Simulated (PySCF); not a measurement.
A PySCF script (with the pyscf-properties extension) for the NMR shieldings of SMILES FC[Si@@H](P)[SiH2]C[SiH3], C2H12FPSi3, on a GFN2-xTB geometry:

```python
import basis_set_exchange as bse
import numpy as np
from pyscf import gto, dft
from pyscf.prop import nmr

atoms = """
F    -1.181631    1.428979   -1.843487
C    -1.804544    1.761108   -0.653091
Si   -1.740428    0.245961    0.546807
P    -3.684331   -0.833320    0.212505
Si    0.255230   -0.912142    0.149461
C     1.728788    0.272977    0.346623
Si    3.439999   -0.463062   -0.039747
H    -2.821384    2.067020   -0.910330
H    -1.267966    2.628071   -0.262063
H    -1.923938    0.865668    1.876214
H    -3.325689   -1.938192    0.963913
H    -3.295250   -1.437079   -0.970339
H     0.274557   -1.508421   -1.193700
H     0.391064   -2.023813    1.105937
H     1.735214    0.661079    1.366058
H     1.570608    1.135587   -0.301385
H     3.504699   -0.847670   -1.449288
H     4.471027    0.541286    0.239526
H     3.664172   -1.634787    0.808922
"""
names = dict.fromkeys(["F", "C", "Si", "P", "H"], "pcSseg-1")
basis = {el: gto.basis.parse(bse.get_basis(n, elements=[el], fmt="nwchem")) for el, n in names.items()}
mol = gto.M(atom=atoms, basis=basis, charge=0, verbose=0)
mf = dft.RKS(mol, xc="PBE0")
mf.grids.level = 2
mf.grids.alignment = dft.numint.BLKSIZE   # the property module wants whole blocks of grid points
mf.conv_tol = 1e-9
mf.kernel()

calc = nmr.RKS(mf)   # GIAO
C = mf.mo_coeff
Co = C[:, mf.mo_occ > 0]
resp = mf.gen_response(singlet=True, hermi=2)
def vind(x):   # induced exchange potential for any number of trial vectors
    d = np.einsum("pi,xij,qj->xpq", C, 2 * x.reshape(-1, C.shape[1], Co.shape[1]), Co, optimize=True)
    return np.einsum("xpq,pi,qj->xij", resp(d - d.transpose(0, 2, 1)), C, Co, optimize=True).ravel()
mo1, _ = nmr.rhf.solve_mo1(calc, with_cphf=vind)
sigma = calc.kernel(mo1)
for i, s in enumerate(sigma):   # ppm
    w = np.linalg.eigvalsh((s + s.T) / 2)
    print("%2d %-2s iso %8.1f  s11 %8.1f  s22 %8.1f  s33 %8.1f" % (i, mol.atom_pure_symbol(i), w.mean(), *w))
```

Q: What are the results?

A: 
```
 0 F  iso    464.2  s11    406.2  s22    492.0  s33    494.5
 1 C  iso    105.8  s11     56.1  s22     85.3  s33    175.9
 2 Si iso    398.0  s11    357.1  s22    405.8  s33    431.1
 3 P  iso    621.0  s11    556.8  s22    609.6  s33    696.8
 4 Si iso    417.4  s11    381.1  s22    395.8  s33    475.2
 5 C  iso    201.1  s11    195.4  s22    197.5  s33    210.5
 6 Si iso    419.6  s11    393.4  s22    397.3  s33    468.2
 7 H  iso     26.6  s11     22.3  s22     27.0  s33     30.6
 8 H  iso     26.5  s11     22.5  s22     26.4  s33     30.5
 9 H  iso     27.5  s11     23.9  s22     26.1  s33     32.4
10 H  iso     30.7  s11     25.0  s22     28.0  s33     39.1
11 H  iso     30.5  s11     25.3  s22     28.3  s33     37.9
12 H  iso     27.6  s11     24.0  s22     27.2  s33     31.7
13 H  iso     27.7  s11     23.6  s22     27.2  s33     32.5
14 H  iso     32.0  s11     26.0  s22     30.5  s33     39.4
15 H  iso     31.7  s11     25.1  s22     31.2  s33     38.9
16 H  iso     27.8  s11     24.2  s22     26.3  s33     32.9
17 H  iso     27.5  s11     23.6  s22     25.2  s33     33.7
18 H  iso     27.8  s11     24.1  s22     26.3  s33     33.0
```

These numbers come from an equivalent density-fitted implementation of the same equations, which agrees with the script to about 0.01 ppm for H and up to a few tenths of a ppm for heavy atoms, so last digits may differ.

Size and cost of the density-fitted run: 207 basis functions, 70 s wall time on 1 thread of an Arm Neoverse N1, shared host; peak memory 0.93 GiB.
